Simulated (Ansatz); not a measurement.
Ansatz (a first-principles code) input (CCSD(T,core; 1s of Na to Cl frozen)/cc-pwCVTZ):
A basis named .json is the Basis Set Exchange file of that set.

Ansatz 0.2 input:
```yaml
crystal:
  periodic: [false, false, false]
  atoms:
    - {symbol: C, position_ang: [2.51827840, -0.36631534, 0.03716063]}
    - {symbol: C, position_ang: [1.02633590, -0.23648439, 0.05297084]}
    - {symbol: C, position_ang: [0.20064417, -1.18960319, 0.49604143]}
    - {symbol: C, position_ang: [-1.29464802, -0.97630224, 0.47729255]}
    - {symbol: Si, position_ang: [-1.44457360, 0.76381707, -0.25918704]}
    - {symbol: C, position_ang: [0.41549784, 1.05307316, -0.46386401]}
    - {symbol: H, position_ang: [2.90684472, -0.25763547, -0.98008712]}
    - {symbol: H, position_ang: [2.98325406, 0.42419664, 0.63424403]}
    - {symbol: H, position_ang: [2.84534157, -1.33003701, 0.42877931]}
    - {symbol: H, position_ang: [0.59722551, -2.12726866, 0.87450251]}
    - {symbol: H, position_ang: [-1.80079840, -1.73627655, -0.12506505]}
    - {symbol: H, position_ang: [-1.72255460, -1.04919092, 1.48142246]}
    - {symbol: H, position_ang: [-2.08888475, 1.73621783, 0.65804225]}
    - {symbol: H, position_ang: [-2.18373783, 0.79393116, -1.54559717]}
    - {symbol: H, position_ang: [0.78084472, 1.91236587, 0.10707482]}
    - {symbol: H, position_ang: [0.70984571, 1.23404994, -1.50230606]}
basis:
  gaussian:
    orbitals: cc-pwCVTZ.json
magnetization: {spin_polarized: false}
correlation: {method: ccsd_t, frozen_orbitals: {C: 0, H: 0, Si: 1}}
```

End of the output:

```
mean field -13174.98753061 eV, -484.1718614225 hartree, gradient 2.6e-6 eV, S^2 0.000000; 0 other end points of the search recorded, 0 dependent functions left out
1 core orbitals not correlated
reference -13174.98753061 eV, -484.1718614225 hartree; 26, 26 occupied and 387, 387 virtual orbitals, 2376 factors
second order -39.67910361 eV of doubles, -0.00000000 eV of singles
coupled cluster: 48.83 GiB planned
cycle   1  -40.61261857 eV  change   -9.3e-1 eV  update   1.1e-1
cycle   2  -41.40270232 eV  change   -7.9e-1 eV  update   3.2e-2
cycle   3  -41.52680943 eV  change   -1.2e-1 eV  update   1.4e-2
cycle   4  -41.51478212 eV  change    1.2e-2 eV  update   3.7e-3
cycle   5  -41.51495222 eV  change   -1.7e-4 eV  update   1.5e-3
cycle   6  -41.51561812 eV  change   -6.7e-4 eV  update   3.7e-4
cycle   7  -41.51544167 eV  change    1.8e-4 eV  update   1.3e-4
cycle   8  -41.51538678 eV  change    5.5e-5 eV  update   4.0e-5
perturbative correction -1.38977840 eV, -0.0510734142 hartree
Total energy: -13217.89269579 eV, -485.7485971607 hartree
```
